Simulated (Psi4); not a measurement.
C$_{2}$H$_{6}$BNO, singlet, geometry from GFN2-xTB; HF/6-31G, TDA in Psi4 1.11.

Here is a job for Psi4.
```
memory 2 GB

molecule {
0 1
B     0.20544647    0.40075976    0.18387535
C    -0.63979262   -0.44908005   -0.82976171
C    -0.84183554   -1.75547161   -0.72124392
H    -1.08750887    0.06780248   -1.67292368
H    -1.42810333   -2.32149225   -1.42991627
H    -0.41713718   -2.30955832    0.09933080
O     0.78973301   -0.21734509    1.24427735
H     1.28924768    0.35885703    1.82145901
N     0.34293383    1.78579513   -0.02371383
H     0.86562909    2.39968142    0.57803518
H    -0.07799153    2.26641576   -0.79754988
symmetry c1
}

set {
  basis 6-31g
  puream true
  save_jk true
  tdscf_states [5]
  tdscf_tda true
  d_convergence 1e-8
}

energy('td-scf')
print_variables()
```

The log (banner, timings and long lists left out):

```
   => Loading Basis Set <=

    Name: 6-31G
    Role: ORBITAL
    Keyword: BASIS

         ---------------------------------------------------------
                                   SCF
               by Justin Turney, Rob Parrish, Andy Simmonett
                          and Daniel G. A. Smith
                              RHF Reference
         ---------------------------------------------------------

  ==> Geometry <==

    Molecular point group: c1
    Full point group: C1

    Geometry (in Angstrom), charge = 0, multiplicity = 1:

       Center              X                  Y                   Z               Mass
    ------------   -----------------  -----------------  -----------------  -----------------
         B            0.190618874852     0.401421355332     0.161782600097    11.009305360000
         C           -0.654620215148    -0.448418454668    -0.851854459903    12.000000000000
         C           -0.856663135148    -1.754810014668    -0.743336669903    12.000000000000
         H           -1.102336465148     0.068464075332    -1.695016429903     1.007825032230
         H           -1.442930925148    -2.320830654668    -1.452009019903     1.007825032230
         H           -0.431964775148    -2.308896724668     0.077238050097     1.007825032230
         O            0.774905414852    -0.216683494668     1.222184600097    15.994914619570
         H            1.274420084852     0.359518625332     1.799366260097     1.007825032230
         N            0.328106234852     1.786456725332    -0.045806579903    14.003074004430
         H            0.850801494852     2.400343015332     0.555942430097     1.007825032230
         H           -0.092819125148     2.267077355332    -0.819642629903     1.007825032230

  Running in c1 symmetry.

  Rotational constants: A =      0.30624  B =      0.12615  C =      0.08935 [cm^-1]
  Rotational constants: A =   9180.98589  B =   3781.90912  C =   2678.56883 [MHz]
  Nuclear repulsion =  155.509092217498306

  Charge       = 0
  Multiplicity = 1
  Electrons    = 38
  Nalpha       = 19
  Nbeta        = 19

  ==> Algorithm <==

  SCF Algorithm Type is DF.
  DIIS enabled.
  MOM disabled.
  Fractional occupation disabled.
  Guess Type is SAD.
  Energy threshold   = 1.00e-06
  Density threshold  = 1.00e-08
  Integral threshold = 1.00e-12

  ==> Primary Basis <==

  Basis Set: 6-31G
    Blend: 6-31G
    Number of shells: 37
    Number of basis functions: 57
    Number of Cartesian functions: 57
[...]
  @DF-RHF Final Energy:  -233.22209255181045
    Total Energy =                       -233.2220925518104480
[...]

Excited State    1 (1 A):   0.29081 au   156.68 nm f = 0.7445
  Sums of squares: Xssq =  1.000000e+00
     19a  ->  20a    -0.969906 (94.072%)

Excited State    2 (1 A):   0.30185 au   150.95 nm f = 0.0032
  Sums of squares: Xssq =  1.000000e+00
     17a  ->  20a    -0.972835 (94.641%)
     17a  ->  25a     0.138153 ( 1.909%)

Excited State    3 (1 A):   0.33622 au   135.52 nm f = 0.0043
  Sums of squares: Xssq =  1.000000e+00
     15a  ->  22a    -0.173660 ( 3.016%)
     18a  ->  21a    -0.814580 (66.354%)
     18a  ->  22a    -0.290594 ( 8.445%)
     18a  ->  23a    -0.165757 ( 2.748%)
     19a  ->  21a     0.356785 (12.730%)
     19a  ->  22a     0.187635 ( 3.521%)

Excited State    4 (1 A):   0.35496 au   128.36 nm f = 0.0006
  Sums of squares: Xssq =  1.000000e+00
     12a  ->  20a    -0.144765 ( 2.096%)
     14a  ->  20a    -0.688462 (47.398%)
     14a  ->  25a     0.199738 ( 3.990%)
     16a  ->  20a    -0.608732 (37.055%)
     19a  ->  23a     0.123695 ( 1.530%)
     19a  ->  26a     0.104517 ( 1.092%)

Excited State    5 (1 A):   0.36613 au   124.45 nm f = 0.0006
  Sums of squares: Xssq =  1.000000e+00
     14a  ->  20a    -0.121524 ( 1.477%)
     15a  ->  21a    -0.164242 ( 2.698%)
     15a  ->  24a    -0.110010 ( 1.210%)
     16a  ->  20a    -0.100375 ( 1.008%)
     18a  ->  21a     0.208300 ( 4.339%)
     18a  ->  22a    -0.223846 ( 5.011%)
     18a  ->  24a    -0.141062 ( 1.990%)
     18a  ->  26a    -0.115534 ( 1.335%)
     19a  ->  21a     0.419513 (17.599%)
     19a  ->  23a    -0.718677 (51.650%)
     19a  ->  24a    -0.248556 ( 6.178%)
     19a  ->  26a    -0.129140 ( 1.668%)

******************************************************************************************
**********                               WARNING                                **********
**********       The names of excited state variables changed between 1.5       **********
**********     and 1.6. For a quick solution, remove the symmetry specifier     **********
**********   from the variable name. For full details, see 'Notes on Psivars'   **********
**********                        in the documentation.                         **********
******************************************************************************************

  Variable Map:
  ----------------------------------------------------------------------------
[...]
  Array Variable Map:
  ----------------------------------------------------------------------------
[...]
[...]
```
